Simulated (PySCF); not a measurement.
## Radial density of B⁺ (boron, charge +1)

M06-2X, [He] 2s2, closed-shell 1S. Computed with PySCF 2.14 in aug-cc-pVDZ, with no relativity, point nucleus.

| r (bohr) | 4πr²ρ (e/bohr) |
| --- | --- |
| 0.00670 | 0.03800 |
| 0.0113 | 0.1032 |
| 0.0190 | 0.2695 |
| 0.0319 | 0.6718 |
| 0.0536 | 1.531 |
| 0.0902 | 3.027 |
| 0.152 | 4.701 |
| 0.255 | 4.921 |
| 0.429 | 2.699 |
| 0.722 | 0.8313 |
| 1.21 | 1.139 |
| 2.04 | 0.8747 |
| 3.44 | 0.1173 |
| 5.78 | 0.001203 |
| 9.72 | 1.490e-05 |
